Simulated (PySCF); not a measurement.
# Removal energies of Pr⁵⁺ from EOM-IP-GCCSD

Reference: closed-shell Pr⁵⁺, [Xe]; one electron is removed. Calculated with PySCF 2.14, two-component X2C-1e with screened spin-orbit coupling, x2c-TZVPPall-2c with one added diffuse shell each of s, p, d, f type (12s12p11d5f2g, 156 functions); frozen [Ar] 3d10; the 18 highest virtual spinors dropped; of the others 100 kept and the rest restored at second order. No Breit or QED terms. Binding energies in eV.

| level | Koopmans | second order | EOM-CCSD |
| --- | --- | --- | --- |
| 5s1/2 | 109.02 | 103.99 | 105.04 |
| 5p1/2 | 86.182 | 86.526 | 86.311 |
| 5p3/2 | 82.169 | 82.644 | 82.522 |

In EOM-CCSD the overlap with the one-orbital guess is low for 5s1/2 (weight 0.83). That can mean mixing with two-hole, one-particle states, where second order and EOM-CCSD lose accuracy, or only a rotation among the degenerate components of the shell; the terms of those configurations are not listed.

For comparison, the ionisation energy of Pr⁵⁺ is 82 ± 4 eV (theoretical estimate listed by NIST; NIST Atomic Spectra Database, ionization energies).

Only part of the computed levels is shown.

Where second order misses EOM-CCSD by more than 1 eV, it overshoots the relaxation and correlation of that hole or particle, which higher orders damp.
